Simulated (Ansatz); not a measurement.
Basis-set extrapolation for C$_{3}$H$_{8}$SSi, SMILES `CC[Si]SC` (PBE0-D4/def2-TZVP geometry, frozen core, Ansatz 0.2.0). Multiplicity 1, RHF reference.

|  | def2-TZVPP | def2-QZVPP |
| --- | --- | --- |
| HF | -804.773430 | -804.798736 |
| MP2 correlation | -0.812185 | -0.869237 |
| CCSD(T) correlation | -0.913913 | not run |

Energies in hartree. Use E(X) = E(∞) + A·exp(−7.88·√X) for Hartree–Fock and E(X) = E(∞) + B·X^(−2.97) for correlation, with X = 3 and 4, and add CCSD(T) minus MP2 of the smaller set to the MP2 limit.

Problem. What is the CCSD(T) energy at the basis-set limit?

Solution. HF limit: -804.798736 + (-0.025306) × 0.13774 = -804.80222. MP2 limit: -0.869237 + (-0.057052) × 0.74074 = -0.91150. Higher-order term: -0.913913 − (-0.812185) = -0.10173. Total: -805.81545 hartree, 3.49 eV below CCSD(T)/def2-TZVPP.
